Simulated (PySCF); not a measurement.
# Technetium: a sound run and one with changed settings

Sound run: Tc [Kr] 4d5 5s2, Tc⁺ [Kr] 4d5 5s1. Calculation: PySCF 2.14, in x2c-TZVPall (8s6p6d1f, 63 functions); scalar relativity by spin-free X2C-1e. In the sound run the correlated levels freeze [Kr]. The sound run starts from symmetry-adapted Hartree-Fock orbitals and uses a fine grid where one is needed.

Changed run: the non-relativistic Hamiltonian (point nucleus). This setting is unsound on purpose.

```tsv
species	method	sound run (hartree)	changed run (hartree)	converged
Tc	UHF	-4283.04649	-4154.97584	yes
Tc	TPSS	-4285.09744	-4157.17833	yes
Tc	BP86	-4285.79250	-4157.90063	yes
Tc	MP2	-4283.14349	-4155.06951	yes
Tc⁺	UHF	-4282.84294	-4154.78008	yes
Tc⁺	TPSS	-4284.84960	-4156.94277	yes
Tc⁺	BP86	-4285.53019	-4157.65090	yes
Tc⁺	MP2	-4282.90549	-4154.84126	yes
```

Ionisation energy of Tc:

```json
{"method": "UHF", "sound run (eV)": "5.539", "changed run (eV)": "5.327"}
{"method": "TPSS", "sound run (eV)": "6.744", "changed run (eV)": "6.410"}
{"method": "BP86", "sound run (eV)": "7.138", "changed run (eV)": "6.795"}
{"method": "MP2", "sound run (eV)": "6.476", "changed run (eV)": "6.211"}
{"method": "SCS-MP2", "sound run (eV)": "6.682", "changed run (eV)": "6.412"}
```

Most of the change in total energy is the relativistic energy itself. On top of that the contraction fixes the core shape for the Hamiltonian it was made with, so the changed run is not a good calculation with the other Hamiltonian either.

For comparison, NIST gives 7.119 eV between the lowest levels.
